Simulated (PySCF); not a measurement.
Species: C6H7Cl.
Numbering: `[CH:1]#[C:2][CH2:3][C:4](=[CH2:5])[CH2:6][Cl:7]` (hydrogens: H8 on C1; H9, H10 on C3; H11, H12 on C5; H13, H14 on C6)

The same species was optimised twice, with GFN2-xTB and with PBE0-D3(BJ)/def2-SVP (PySCF), and the same property calculations (PySCF, gas phase) were run on both structures.

```tsv
coordinate	GFN2-xTB	PBE0-D3(BJ)/def2-SVP	change
C1≡C2 (Å)	1.196	1.211	+0.015
C4=C5 (Å)	1.323	1.336	+0.013
C2–C3 (Å)	1.452	1.459	+0.007
C3–C4 (Å)	1.508	1.511	+0.003
C4–C6 (Å)	1.493	1.494	+0.001
C6–Cl7 (Å)	1.801	1.801	0.000
C2–C3–C4 (°)	109.9	112.8	+2.9
C4–C6–Cl7 (°)	109.6	111.5	+1.9
C3–C4–C6 (°)	115.0	116.4	+1.4
C5–C4–C6 (°)	122.2	121.4	-0.8
C1–C2–C3 (°)	178.2	179.0	+0.8
C3–C4–C5 (°)	122.9	122.2	-0.7
C2–C3–C4–C5 (°)	109	118	+9
C3–C4–C6–Cl7 (°)	-73	-63	+10
```

Rotational constants: A = 3249, B = 1339, C = 1089 MHz (GFN2-xTB) against A = 2762, B = 1492, C = 1110 MHz (PBE0-D3(BJ)/def2-SVP). Point groups within 0.08 Å: C1 and C1.

On the GFN2-xTB structure: lowest triplet, Tamm–Dancoff (eV) 4.28 [CAM-B3LYP/def2-SVPD]; isotropic polarisability (au) 83.3 [CAM-B3LYP/def2-SVPD]; HOMO (eV) -9.12 [CAM-B3LYP/def2-SVPD]; LUMO (eV) 0.45 [CAM-B3LYP/def2-SVPD]; dipole (D) 1.70 [CAM-B3LYP/def2-SVPD]; HOMO (eV) -7.78 [PBE0/pcSseg-1]; LUMO (eV) -0.57 [PBE0/pcSseg-1]; dipole (D) 1.76 [PBE0/pcSseg-1]; GIAO shielding of C1 (ppm) 110.3 [PBE0/pcSseg-1]; GIAO shielding of C2 (ppm) 100.4 [PBE0/pcSseg-1]; GIAO shielding of C3 (ppm) 160.8 [PBE0/pcSseg-1]; GIAO shielding of C4 (ppm) 35.0 [PBE0/pcSseg-1]; GIAO shielding of C5 (ppm) 62.7 [PBE0/pcSseg-1]; GIAO shielding of C6 (ppm) 134.0 [PBE0/pcSseg-1]; GIAO shielding of Cl7 (ppm) 826.8 [PBE0/pcSseg-1].

What do these properties become on the PBE0-D3(BJ)/def2-SVP structure?

| property | level | on GFN2-xTB | on PBE0-D3(BJ)/def2-SVP | change |
| --- | --- | --- | --- | --- |
| lowest triplet, Tamm–Dancoff (eV) | CAM-B3LYP/def2-SVPD | 4.28 | 4.23 | -0.05 |
| isotropic polarisability (au) | CAM-B3LYP/def2-SVPD | 83.3 | 84.7 | +1.4 |
| HOMO (eV) | CAM-B3LYP/def2-SVPD | -9.12 | -9.20 | -0.08 |
| LUMO (eV) | CAM-B3LYP/def2-SVPD | 0.45 | 0.45 | 0.00 |
| dipole (D) | CAM-B3LYP/def2-SVPD | 1.70 | 1.79 | +0.09 |
| energy, GFN2-xTB geometry as zero (kcal/mol) | CAM-B3LYP/def2-SVPD | 0.0 | -1.4 | -1.4 |
| HOMO (eV) | PBE0/pcSseg-1 | -7.78 | -7.86 | -0.08 |
| LUMO (eV) | PBE0/pcSseg-1 | -0.57 | -0.57 | 0.00 |
| dipole (D) | PBE0/pcSseg-1 | 1.76 | 1.86 | +0.10 |
| energy, GFN2-xTB geometry as zero (kcal/mol) | PBE0/pcSseg-1 | 0.0 | -0.7 | -0.7 |
| GIAO shielding of C1 (ppm) | PBE0/pcSseg-1 | 110.3 | 107.9 | -2.4 |
| GIAO shielding of C2 (ppm) | PBE0/pcSseg-1 | 100.4 | 100.9 | +0.5 |
| GIAO shielding of C3 (ppm) | PBE0/pcSseg-1 | 160.8 | 159.0 | -1.8 |
| GIAO shielding of C4 (ppm) | PBE0/pcSseg-1 | 35.0 | 33.2 | -1.8 |
| GIAO shielding of C5 (ppm) | PBE0/pcSseg-1 | 62.7 | 59.6 | -3.1 |
| GIAO shielding of C6 (ppm) | PBE0/pcSseg-1 | 134.0 | 132.5 | -1.5 |
| GIAO shielding of Cl7 (ppm) | PBE0/pcSseg-1 | 826.8 | 841.3 | +14.5 |

The heavy atoms differ by 0.167 Å rms after alignment. Among bonds between heavy atoms C1≡C2 changes most (+0.015 Å). Changes are differences of the printed values. Neither structure is proved a minimum here.

The values belong to the conformer `[CH:1]#[C:2][CH2:3][C:4](=[CH2:5])[CH2:6][Cl:7]`: C2–C3–C4–C5 118°, C3–C4–C6–Cl7 -63°.
